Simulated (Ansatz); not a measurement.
`[NH2][Ti]([NH2])([NH2])[NH2]`. Charge 0, multiplicity 1. Correlated methods include outer-core shells of Ti, which these sets cover unevenly. Scalar relativity is left out up to krypton.

```xyz
13

N    -0.8177    1.1073   -1.2984
Ti   -0.0006   -0.0008    0.0010
N    -0.2595    0.7271    1.7295
N    -0.7827   -1.7213   -0.1081
N     1.8607   -0.1122   -0.3248
H    -1.0702    0.7794   -2.2205
H    -1.1526    2.0494   -1.1617
H     0.3131    1.4712    2.1038
H    -0.8939    0.3890    2.4378
H    -0.2955   -2.6049   -0.1251
H    -1.7722   -1.8680   -0.2533
H     2.5266   -0.3976    0.3801
H     2.3446    0.1813   -1.1603
```

(1) Give the diagnostics of a CCSD(T)/def2-TZVPP run (frozen core, Ansatz). (Best estimate.)

Results:

(1) Computed: T1 = 0.0239, largest single amplitude 0.076, largest double 0.025, (T) share of the correlation energy 4.8 %, 12 CCSD cycles. The RHF solution is stable towards an unrestricted one. T1 lies over the customary mark of 0.02 for closed shells; compounds of d metals often pass it without a breakdown.
